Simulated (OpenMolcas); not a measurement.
A calculation on Pb²⁺.

| Quantity | Value |
| --- | --- |
| Program | OpenMolcas |
| Method | MS-CASPT2, IPEA 0.25 Eh, imaginary shift 0.1 Eh (closed shells correlated: 5d) |
| Basis | ANO-RCC-VQZP [9s8p6d4f3g] |
| Scalar Hamiltonian | DKH2, point nucleus |
| Active space | 2 electrons in 8 orbitals (6s 6p 7s 7p) |
| State averaging | 2S+1 = 3 even, 3 roots; 2S+1 = 1 even, 7 roots; 2S+1 = 3 odd, 3 roots; 2S+1 = 1 odd, 3 roots |
| Spin-orbit coupling | RASSI with atomic mean-field integrals over the reference wave functions, term energies averaged over their components |

(1) Which level of the active space comes out lowest?

(2) How high does 6s 6p ³P°₀ lie?

(3) How high does 6s 6p ³P°₁ lie?

(4) How high does 6s 6p ¹P°₁ lie?

Measured values: Moore, Atomic Energy Levels, vol. III, NSRDS-NBS 35 (1971 reprint of NBS Circular 467, 1958).

Answers

(1) 6s² ¹S₀, with 100 % of that term; it is also the measured ground level.

(2) 62270 cm⁻¹ above the lowest level; measured 60397 cm⁻¹ above the ground level, so the calculation is off by +3 %.

(3) 65730 cm⁻¹ above the lowest level; measured 64391 cm⁻¹ above the ground level, so the calculation is off by +2 %.

(4) 92430 cm⁻¹ above the lowest level; measured 95340 cm⁻¹ above the ground level, so the calculation is off by -3 %.

Over all roots computed the reference weight is 0.85 to 0.94; the roots of lowest weight are the least certain, and an intruder state may touch them. The run also gave levels led by 6s 7s, which use shells meant for correlation; these and all levels above them are left out. Spin-orbit splittings of 6p shells tend to come out small when the coupling is added on scalar orbitals. Measured partners are found by configuration, term and J. A level has none where our copy of the source lacks it or the pairing is in doubt (some pairs that miss far off the trend of their configuration count as doubtful), and it then counts in no deviation. Only configurations of the active space appear.

° marks odd parity.
